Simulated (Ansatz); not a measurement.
Consider the substitution at a C–Ge bond: `C#[C][Ge]([Cl])([Cl])[Cl]` + `BS` → `BSC#C` + `[Cl][GeH]([Cl])[Cl]`.

Program: Ansatz. Geometries: PBE0-D4/def2-TZVP. ΔE: electronic, gas phase. CCSD(T)/CBS is the MP2 limit (def2-TZVPP, def2-QZVPP) plus CCSD(T) − MP2 in def2-TZVPP, frozen cores. This one scheme is used for every species. DFT in def2-TZVPP. For Ge outer-core shells are correlated without core-valence functions, which leaves a few kJ/mol of doubt a bond. Scalar relativity is left out up to krypton.

`C#[C][Ge]([Cl])([Cl])[Cl]`:

```xyz
7

C    -0.882   -0.181    1.888
C    -0.374   -0.078    0.803
Ge    0.415    0.085   -0.889
Cl    2.423    0.746   -0.701
Cl   -0.656    1.489   -2.065
Cl    0.406   -1.787   -1.887
H    -1.332   -0.273    2.851
```

`BS`:

Z-matrix (Å, degrees):
```
B
S 1 1.765
H 1 1.192 2 115.8
H 1 1.190 2 121.4 3 -180.0
H 2 1.344 1 99.2 3 180.0
```

`BSC#C`:

```xyz
7

B    -0.672    0.300   -0.099
S    -0.402   -0.977   -1.626
C     0.714   -0.735   -0.457
C     0.981   -0.114    0.584
H    -1.489   -0.137    0.649
H    -0.624    1.420   -0.501
H     1.491    0.242    1.451
```

`[Cl][GeH]([Cl])[Cl]`:

Z-matrix (Å, degrees):
```
Ge
Cl 1 2.126
Cl 1 2.126 2 108.5
Cl 1 2.126 2 108.5 3 -117.6
H 1 1.525 2 110.4 3 121.2
```

CCSD(T)/CBS gives +93.1 kJ/mol.

Q: Another level gave +152.6 kJ/mol. Which?
A. r2SCAN/def2-TZVPP
B. HF/def2-TZVPP
C. LDA (SPW92)/def2-TZVPP
D. PBE-QIDH/def2-TZVPP

A: B. HF/def2-TZVPP 152.6, LDA (SPW92) 30.9, PBE-QIDH 77.7, r2SCAN 67.3 kJ/mol.

Largest T1 diagnostic among the species: 0.015.

At CCSD(T), def2-SVP lies +9.4 kJ/mol from the extrapolated value and def2-TZVPP +7.6 kJ/mol. From PBE to PBE0 (25 % exact exchange), in def2-TZVPP and without D4, ΔE moves by +10.6 kJ/mol. Leaving LDA and LC-ωPBE aside and taking each functional with its dispersion term where it has one, the values, not all of them listed here, spread over 55.3 kJ/mol, from PBE-D4 to BHLYP-D4. LDA lies −24.2 kJ/mol from PBE without D4.
